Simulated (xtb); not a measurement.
Si(H)(F)2(Et) (C2H6F2Si), SMILES CC[SiH](F)F. All values are semi-empirical tight-binding results from xtb (GFN2-xTB unless named), good for trends rather than for accurate numbers. Coordinates come from a GFN2-xTB optimisation. The values are those of a single conformer.

Computed properties:
```yaml
point_group_as_xtb_finds_it: Cs
orbital_gap: 6.57 eV
dipole_moment: 2.57 D
zero_point_energy: 49.5 kcal/mol
G − E(el) at 298.15 K (modified RRHO): 30.0 kcal/mol
static polarisability (D4 model): 61.1 bohr³
solvation energy, GFN2-xTB/ALPB(water): -0.1 kcal/mol
solvation energy, GFN2-xTB/ALPB(dmso): -2.5 kcal/mol
```
